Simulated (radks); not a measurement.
The numbers below are computed, except where a source is named.
Q: The mean radii <r> (bohr) of the occupied orbitals of an atom or ion are listed with their occupations. Code: a radial shooting solver on a logarithmic mesh with Libxc functionals. Model: Dirac Kohn-Sham, HCTH/407, spin-unpolarised, spherical densities, finite nucleus; Fermi nuclear charge, rms radius of each element as measured or else 0.836 A^(1/3) + 0.57 fm.

orbital  occ.      <r>
1s1/2       2  0.09696
2s1/2       2   0.4777
2p1/2       2   0.4393
2p3/2       4   0.4416
3s1/2       2    1.691
3p1/2       2    2.059
3p3/2       2    2.068

Name the element and its charge. Open shells, if any, fill j = l - 1/2 first.

A: Z = 16, sulfur, charge 0: S in [Ne] 3s2 3p4. The 1s radius gives Z: for a bare nucleus <r> = (2 gamma + 1)/(2Z) with gamma = sqrt(1 - (Z/c)^2), 0.09332 bohr for Z = 16, and screening makes it slightly larger (0.09696 here). The occupations add up to 16, and the charge is Z minus that.
